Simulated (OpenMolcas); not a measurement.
## Ne V: effect of the IPEA shift

```
Program             : OpenMolcas 26.06
Basis               : ANO-RCC-VTZP [4s3p2d1f]
Scalar Hamiltonian  : DKH2, point nucleus
Active space        : 4 electrons in 8 orbitals (2s 2p 3s 3p)
State averaging     : 2S+1 = 3 even, 3 roots; 2S+1 = 1 even, 6 roots; 2S+1 = 5 odd, 1 root; 2S+1 = 3 odd, 9 roots; 2S+1 = 1 odd, 8 roots
Spin-orbit coupling : state interaction with AMFI integrals over the reference wave functions, term energies averaged over their components
```

Methods on the same reference wave functions:
A. CASSCF
B. SS-CASPT2, IPEA 0 Eh, imaginary shift 0.1 Eh (closed shells correlated: 1s)
C. SS-CASPT2, IPEA 0.25 Eh, imaginary shift 0.1 Eh (closed shells correlated: 1s)

Energies in cm-1 above 2s2 2p2 3P0, the measured ground level; measured values from NIST levels in Podobedova, Fuhr, Reader and Wiese, J. Phys. Chem. Ref. Data 33, 525 (2004).

```csv
Level,A,B,C,Measured
2s2 2p2 3P0,0.0,0.0,0.0,0.0
2s2 2p2 3P1,402,401,401,412
2s2 2p2 3P2,1158,1155,1156,1110
2s2 2p2 1D2,32910,30940,30860,30292
2s2 2p2 1S0,59483,64190,64050,63914
2s 2p3 5S* 2,78522,86790,86650,
2s 2p3 3D* 1,178971,175130,175250,
2s 2p3 3D* 2,178976,175140,175260,
2s 2p3 3D* 3,179002,175160,175280,
2s 2p3 3P* 0,208825,208390,208370,208193
2s 2p3 3P* 1,208842,208410,208390,
2s 2p3 3P* 2,208874,208440,208420,
2s 2p3 1D* 2,284766,271930,272170,270564
2s 2p3 3S* 1,290662,280000,280330,
2s 2p3 1P* 1,314418,304910,304990,
```

Deviations, from unrounded energies. A percentage is the sum of absolute deviations over the sum of measured energies, with the sign that they share, or ± where signs differ.

```json
{"Against measurement": "mean absolute deviation (cm-1)", "Levels": "6", "A": "3700", "B": "420", "C": "430"}
{"Against measurement": "fine structure of the ground term (%)", "Levels": "2", "A": "±3.8", "B": "±3.8", "C": "±3.8"}
{"Against measurement": "other terms of the ground configuration (%)", "Levels": "2", "A": "±7.5", "B": "+1.0", "C": "+0.8"}
{"Against measurement": "other configurations (%)", "Levels": "2", "A": "+3.1", "B": "+0.3", "C": "+0.4"}
```

B, C lie about equally close to measurement and A furthest from it. The largest miss of B in the table is 2s 2p3 1D* 2, by +1400 cm-1. The ranking rests on the paired levels alone, and a cruder setting can come out closer through cancelling errors.

Between B and C the level of the table that moves most is 2s 2p3 3S* 1, by 320 cm-1 (lowest in B, highest in C). Moves below CASPT2's spread within the term are not significant.

The two smallest mean deviations differ by little beside CASPT2's spread within terms, so their order carries little weight.

From A to B the spin-free energies of the other terms of 2s2 2p2 shown, above 3P, scale by factors of 0.94 to 1.08.

The lowest spin-free term lies below A's lowest term by 0.065 hartree in B, 0.064 hartree in C.

CASPT2 breaks the degeneracy within a term, and the mean is taken; among the terms shown or strongly mixed into the levels shown the widest spread is 17 cm-1 (2s 2p3 3D*, C). Active for correlation alone: 3p 3s; no level in the range computed is led by a configuration that fills them, so any true level of that kind is missing. Measured partners are found by configuration, term and J. A level has none where our copy of the source lacks it or the pairing is in doubt (some pairs that miss far off the trend of their configuration count as doubtful), and it then counts in no deviation. Only configurations of the active space appear.

* marks odd parity.
